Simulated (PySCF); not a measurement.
**Au²⁺: excitation energy**

Au²⁺ [Xe] 4f14 5d9 (2D) → Au²⁺ [Xe] 4f14 5d8 6s1 (4F), as a difference of total energies. Calculation: PySCF 2.14, in def2-QZVPPD with the def2 core potential (60 electrons); a scalar-relativistic core potential. Correlated levels: valence: 5s2 5p6 frozen. The calculations carry no spin-orbit coupling.

```tsv
method	excitation energy (cm⁻¹)
UHF	29923
MP2 (valence)	34718
SCS-MP2 (valence)	36250
CCSD (valence)	34020
CCSD(T) (valence)	34343
```
